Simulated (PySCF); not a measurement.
Rows and methods have been separated. Pair them.

Compound: C2H5BF2O.
Atom-mapped SMILES: `[CH3:1][B:2]([F:3])[O:4][CH2:5][F:6]` (hydrogens: H7, H8, H9 on C1; H10, H11 on C5)

Geometry (PBE0-D3(BJ)/def2-SVP, Å), atoms numbered from 1 in this order:
```xyz
11
C2H5BF2O angstrom
C      1.9090    0.1242    0.0275
B      0.3588    0.2831    0.0078
F     -0.2060    1.3268   -0.6041
O     -0.4616   -0.6330    0.5921
C     -1.8303   -0.4386    0.6664
F     -2.1219    0.3529    1.7305
H      2.3060    0.1158   -1.0005
H      2.2352   -0.7862    0.5462
H      2.3632    0.9978    0.5235
H     -2.2999   -1.4228    0.8196
H     -2.2182    0.0497   -0.2434
```

The closed-shell ground state was solved 7 times with PySCF (density fitting, gas phase), always in the pcSseg-2 basis (286 functions), with these functionals: B97-2, B97-D, BHandHLYP, LC-wPBE, PBE, PBE0 and wB97X-D.

```json
{"row": "P", "total energy (Eh)": "-378.8447", "HOMO (eV)": "-7.75", "LUMO (eV)": "-0.55", "dipole (D)": "1.46"}
{"row": "Q", "total energy (Eh)": "-379.0917", "HOMO (eV)": "-11.14", "LUMO (eV)": "1.05", "dipole (D)": "1.69"}
{"row": "R", "total energy (Eh)": "-378.8581", "HOMO (eV)": "-9.46", "LUMO (eV)": "0.47", "dipole (D)": "1.57"}
{"row": "S", "total energy (Eh)": "-379.1348", "HOMO (eV)": "-9.18", "LUMO (eV)": "0.49", "dipole (D)": "1.56"}
{"row": "T", "total energy (Eh)": "-379.1487", "HOMO (eV)": "-11.41", "LUMO (eV)": "2.28", "dipole (D)": "1.57"}
{"row": "U", "total energy (Eh)": "-379.0443", "HOMO (eV)": "-12.31", "LUMO (eV)": "2.38", "dipole (D)": "1.60"}
{"row": "V", "total energy (Eh)": "-379.0363", "HOMO (eV)": "-7.81", "LUMO (eV)": "-0.35", "dipole (D)": "1.48"}
```

Problem. Which functional belongs to which row?

Solution. P = PBE, Q = BHandHLYP, R = PBE0, S = B97-2, T = wB97X-D, U = LC-wPBE, V = B97-D. By rising HOMO–LUMO gap: PBE (GGA) 7.20 eV; B97-D (GGA) 7.46 eV; B97-2 (global hybrid, 21 % exact exchange) 9.67 eV; PBE0 (global hybrid, 25 % exact exchange) 9.93 eV; BHandHLYP (global hybrid, 50 % exact exchange) 12.19 eV; wB97X-D (range-separated hybrid) 13.69 eV; LC-wPBE (range-separated hybrid) 14.69 eV. Total energies of different functionals aren't bounds to one another; each is stationary for its own functional.

One conformer stands for the species.

The pairwise dispersion term of B97-D and wB97X-D wasn't added to the energies; at a given geometry it leaves orbitals and properties as they are.
